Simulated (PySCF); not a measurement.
**How methods differ on the ionisation energy of Bi+**

Bi+ [Xe] 4f14 5d10 6s2 6p2 (3P) → Bi(2+) [Xe] 4f14 5d10 6s2 6p1 (2P), as a difference of total energies. Calculation: PySCF 2.14, in def2-QZVPPD with the def2 core potential (60 electrons) (8s6p5d4f1g, 88 functions); scalar relativity through the core potential. Correlated levels: valence: 5s2 5p6 5d10 frozen; valence and next inner shell: nothing frozen outside the core potential. The calculations carry no spin-orbit coupling.

```json
{"method": "UHF", "ionisation energy (eV)": "15.308"}
{"method": "LDA", "ionisation energy (eV)": "15.978"}
{"method": "PBE0", "ionisation energy (eV)": "15.821"}
{"method": "TPSS", "ionisation energy (eV)": "15.706"}
{"method": "LC-wPBE", "ionisation energy (eV)": "15.898"}
{"method": "wB97M-V", "ionisation energy (eV)": "15.725"}
{"method": "PW91", "ionisation energy (eV)": "15.834"}
{"method": "MP2 (valence)", "ionisation energy (eV)": "15.610"}
{"method": "SCS-MP2 (valence)", "ionisation energy (eV)": "15.551"}
{"method": "MP2 (valence and next inner shell)", "ionisation energy (eV)": "15.845"}
{"method": "SCS-MP2 (valence and next inner shell)", "ionisation energy (eV)": "15.708"}
```

Problem. Estimate what r2SCAN gives.

Solution. 15.912 eV, closest to LC-wPBE among the rows shown.

Problem. Estimate what PBE gives.

Solution. 15.761 eV, closest to wB97M-V among the rows shown.

Spin-orbit coupling is strong in these open shells (close to jj coupling). The scalar numbers leave it out and a first-order estimate fails, so it can dominate the gap to the real levels.

Errors of the correlated levels include the incompleteness of this basis and the frozen core.

For comparison: 16.703 eV (measured; NIST Atomic Spectra Database, ionization energies).
